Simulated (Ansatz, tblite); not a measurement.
Removing an electron: (OH)2Al-O-SiH3 (AlSiO3H5). Charge 0, multiplicity 1. Geometry: PBE0-D4/def2-SVP. Ansatz, gas phase; energy differences of separate SCF runs; the oxidised species was run as a doublet alone.

| atom | x (Å) | y (Å) | z (Å) |
| --- | --- | --- | --- |
| Al1 | 0.6678 | -0.6301 | 0.8308 |
| O2 | 2.3484 | -0.6496 | 1.0394 |
| O3 | -0.3086 | -1.5637 | 1.8492 |
| O4 | -0.0625 | 0.3017 | -0.3737 |
| Si5 | -1.1586 | 1.0262 | -1.3631 |
| H6 | 2.9705 | -0.1516 | 0.5079 |
| H7 | 0.0411 | -2.1130 | 2.5522 |
| H8 | -0.4719 | 2.0444 | -2.2156 |
| H9 | -1.8060 | 0.0199 | -2.2597 |
| H10 | -2.2201 | 1.7158 | -0.5674 |

The xTB rows come from tblite. HOMO above LUMO, or a gap near zero within one spin, warns that the state may not be the lowest or that an electron is smeared out.

```json
{"level": "GFN2-xTB", "−HOMO (eV)": "11.15", "vertical IE (eV)": "14.11", "−LUMO (eV)": "7.03", "HOMO–LUMO gap (eV)": "4.12", "remarks": "–"}
{"level": "r2SCAN-D4/def2-TZVP", "−HOMO (eV)": "7.60", "vertical IE (eV)": "10.30", "−LUMO (eV)": "1.06", "HOMO–LUMO gap (eV)": "6.54", "remarks": "gap within one spin near zero (+1 doublet)"}
```

(1) Estimate the rows for GFN1-xTB, PBE0-D4/def2-TZVP.

Results:

(1) 
| level | −HOMO (eV) | vertical IE (eV) | −LUMO (eV) | HOMO–LUMO gap (eV) |
| --- | --- | --- | --- | --- |
| GFN1-xTB | 11.96 | 14.88 | 7.25 | 4.71 |
| PBE0-D4/def2-TZVP | 8.71 | 10.75 | 0.68 | 8.02 |

Run but left out: PBE-D4/def2-TZVP (charge +1 doublet: an occupied level 0.08 eV above an empty one).  Raw xTB energy differences between charge states are shifted by several eV; the methods need an empirical correction for them.
